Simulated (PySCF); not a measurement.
## Checking a proposed structure

A compound C7H14NP gives the data below (simulated from a calculation) and was assigned the structure `CN=[P@]12CC[C@H](CC1)C2`.

$^{13}$C{$^{1}$H} NMR (computed): δ 29.1 (CH2, 3C), 27.6 (CH2, 3C), 26.3 (CH).

$^{1}$H NMR (400 MHz, computed): δ 1.91 (m, 6H), 1.73 (m, 6H), 1.25 (m, 1H), -0.17 (br s, 1H).

- GFN2-xTB geometry
- PBE0/pcSseg-1 with gauge-including orbitals
- program: PySCF 2.14
- no relativistic terms, isolated molecule, equivalent nuclei averaged, a single conformation

δ = σ(ref) − σ, references computed at the same level: $^{1}$H and $^{13}$C vs TMS.

**Question.** Compare with the shifts computed for the proposed structure, pairing carbons in order of shift.

**Answer.** Mapped SMILES: `[CH3:1][N:2]=[P@:3]12[CH2:4][CH2:5][C@H:6]([CH2:7][CH2:8]1)[CH2:9]2`. Each H is labelled by its parent atom.

| atom | computed for proposal | given list | difference |
| --- | --- | --- | --- |
| C1 | 34.8 | 29.1 | +5.7 |
| C6 | 32.6 | 29.1 | +3.5 |
| C9 | 32.0 | 29.1 | +2.9 |
| C5 | 30.7 | 27.6 | +3.1 |
| C7 | 30.7 | 27.6 | +3.1 |
| C4 | 22.9 | 27.6 | -4.7 |
| C8 | 22.9 | 26.3 | -3.4 |

The rms difference is 3.9 ppm and the largest +5.7 ppm at C1 (methyl carbon bonded to N). The proposal also would give 5 carbon signals, not 3. The carbon types in order of shift don't match either: CH3, CH, CH2, CH2, CH2, CH2, CH2 for the proposal against CH2, CH2, CH2, CH2, CH2, CH2, CH in the data. The proposal doesn't fit.

**Question.** Which isomer fits?

**Answer.** `InChI=1S/C7H14NP/c8-9-4-1-7(2-5-9)3-6-9/h7-8H,1-6H2`.

δC 29.1: sp3 CH2 in a ring; a saturated carbon with 2 carbon neighbours and no heteroatom attached. δC 26.3: sp3 CH in a ring; saturated and bonded to C and H only. δH 1.25: hydrogen on an sp3 CH in a ring; far from electronegative atoms and π systems. δH -0.17: hydrogen on a nitrogen bonded to P; exchangeable, gas-phase position.

The shifts were computed for this structure.

OH/NH shifts are gas-phase values; hydrogen bonding in solution moves them, usually downfield. Splittings by $^{31}$P in the carbon and heteronuclear signals aren't shown, as no couplings were computed. Shifts are as computed. Against solution values, carbons near 30 ppm lie about +3 ppm off and those near 130 ppm about +5 ppm. Of 1211 compounds with measured shifts, 218 miss one by over three times the rms of a fit or turn the order of signals round; such compounds aren't used in these exercises. Multiplicities follow the n + 1 count of equivalent neighbours, as no J values were calculated; m marks all less simple cases, F and P coupling included.
